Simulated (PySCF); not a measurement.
From one molecule to another.

First species: C5H7NS2.
SMILES: `N#C[C@H]1CCCSS1`

Second species: C₃H₁₁FOSi₂.
SMILES: `CO[C@@](F)([SiH3])C[SiH3]`

Levels: B3LYP/def2-SVPD for HOMO energy, LUMO energy, HOMO–LUMO gap and static isotropic polarisability; TDDFT B3LYP/def2-SVPD for lowest singlet excitation; TDA B3LYP/def2-SVPD for lowest triplet excitation (Tamm–Dancoff). Geometries: GFN2-xTB. Each structure is a single optimised conformer of the isolated species, non-relativistic unless stated. Electronic properties by PySCF.

Dipoles, sizes and rotational constants follow the conformer. The torsions of the flexible species, by atom-mapped SMILES:
- `[CH3:1][O:2][C@@:3]([F:4])([SiH3:5])[CH2:6][SiH3:7]`: C1–O2–C3–F4 64°, O2–C3–C6–Si7 177°

The conformers of `N#C[C@H]1CCCSS1` aren't listed.

Values for the first species:

```
HOMO energy                              : -6.57 eV
LUMO energy                              : -1.10 eV
HOMO–LUMO gap                            : 5.47 eV
Lowest singlet excitation                : 4.29 eV
Lowest triplet excitation (Tamm–Dancoff) : 3.66 eV
Static isotropic polarisability          : 98.5 au
```

Question: Estimate the same properties for the second species, and the change in each.

Answer: 
| property | first | second | second less first |
| --- | --- | --- | --- |
| HOMO energy | -6.57 eV | -7.78 eV | -1.21 eV |
| LUMO energy | -1.10 eV | 0.03 eV | +1.13 eV |
| HOMO–LUMO gap | 5.47 eV | 7.81 eV | +2.34 eV |
| lowest singlet excitation | 4.29 eV | 6.96 eV | +2.67 eV |
| lowest triplet excitation (Tamm–Dancoff) | 3.66 eV | 6.75 eV | +3.09 eV |
| static isotropic polarisability | 98.5 au | 96.9 au | -1.6 au |

On the first: The vertical singlet–triplet gap S1 − T1 is 0.63 eV (TDDFT singlet less Tamm–Dancoff triplet; S1: HOMO→LUMO, weight 0.97; T1: HOMO→LUMO, weight 0.96). The principal polarisabilities are 94.4, 97.1 and 104.0 au; their mean is the isotropic value.

On the second: The polarisability is 14.36 Å³ as a volume (1 au = 0.148185 Å³), or 1.31 au for each of the 74 electrons. The principal polarisabilities are 83.6, 100.3 and 106.9 au; their mean is the isotropic value.
